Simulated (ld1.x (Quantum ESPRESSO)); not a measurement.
# B, PAW: configuration errors across variants

| Item | Value |
| --- | --- |
| Element | boron (B) |
| Generator | ld1.x (Quantum ESPRESSO) 7.5 |
| Type | PAW |
| Functional | Wu–Cohen |
| Relativity | scalar-relativistic |
| Frozen core | none |
| Valence charge | 5 |
| Reference configuration | 1s2 2s1.75 2p1.25 |
| Partial waves | 1s (bound): rcut 0.50, rcutus 0.60 bohr; 2s (bound): rcut 0.50, rcutus 0.60 bohr; 2p (bound): rcut 2.00, rcutus 2.75 bohr; 2p channel at 0.1 Ry: rcut 2.00, rcutus 2.75 bohr |
| Local potential | all-electron potential smoothed inside 0.50 bohr (lloc = -1) |
| Core correction | none |
| Augmentation charge | BESSEL, radius 0.40 bohr |

All-electron excitation energies from the reference (eV): (1) 1s2 2s2 2p1 -1.457; (2) 1s2 2s2 2p0 6.689; (3) 1s2 2s1 2p0 31.994; (4) 1s2 2s1 2p2 4.380; (5) 1s2 2s2 2p1.3 -2.179; (6) 1s2 2s2 2p0.5 1.399; (7) 1s2 2s1 2p1 12.836.

Tests that are not counted but printed errors over 1 eV. “waves 1s (bound): rcut 0.38, rcutus 0.40 bohr; 2s (bound): rcut 0.38, rcutus 0.40 bohr”: 1s2 2s1 2p2 (solver errors, printed error -43.1 eV).

Errors AE − PS in meV (a dash: test not solved or not reliable):

| change | (1) | (2) | (3) | (4) | (5) | (6) | (7) | bound ghosts |
| --- | --- | --- | --- | --- | --- | --- | --- | --- |
| base | +12 | +233 | +133 | +98 | +3.0 | +68 | +6.4 | none |
| waves 1s (bound): rcut 0.38, rcutus 0.40 bohr; 2s (bound): rcut 0.38, rcutus 0.40 bohr | +171 | +1447 | +1191 | – | +50 | +616 | +60 | none |
| waves 1s (bound): rcut 0.44, rcutus 0.46 bohr; 2s (bound): rcut 0.44, rcutus 0.46 bohr | +54 | +812 | +624 | +803 | +12 | +279 | +20 | none |
| waves 1s (bound): rcut 0.48, rcutus 0.50 bohr; 2s (bound): rcut 0.48, rcutus 0.50 bohr | +29 | +517 | +368 | +293 | +6.4 | +162 | +12 | none |
| waves 1s (bound): rcut 0.50, rcutus 0.62 bohr; 2s (bound): rcut 0.50, rcutus 0.62 bohr | +11 | +206 | +112 | +85 | +2.7 | +60 | +5.9 | none |
| waves 1s (bound): rcut 0.50, rcutus 0.66 bohr; 2s (bound): rcut 0.50, rcutus 0.66 bohr | +7.8 | +138 | +61 | +58 | +2.1 | +41 | +4.8 | none |
| waves 1s (bound): rcut 0.50, rcutus 0.72 bohr; 2s (bound): rcut 0.50, rcutus 0.72 bohr | +5.5 | +87 | +25 | +39 | +1.6 | +26 | +3.9 | none |
| waves 1s (bound): rcut 0.50, rcutus 0.80 bohr; 2s (bound): rcut 0.50, rcutus 0.80 bohr | +3.6 | +42 | -3.9 | +25 | +1.2 | +14 | +3.0 | none |
| waves 1s (bound): rcut 0.50, rcutus 0.84 bohr; 2s (bound): rcut 0.50, rcutus 0.84 bohr | +3.0 | +32 | -7.9 | +21 | +1.0 | +11 | +2.7 | none |
| waves 1s (bound): rcut 0.50, rcutus 0.90 bohr; 2s (bound): rcut 0.50, rcutus 0.90 bohr | +3.0 | +40 | +5.5 | +21 | +1.0 | +13 | +2.1 | none |

Give the same row for: waves 1s (bound): rcut 0.50, rcutus 0.56 bohr; 2s (bound): rcut 0.50, rcutus 0.56 bohr.

+18, +332, +213, +151, +4.1, +99, +8.2; bound ghosts: none.
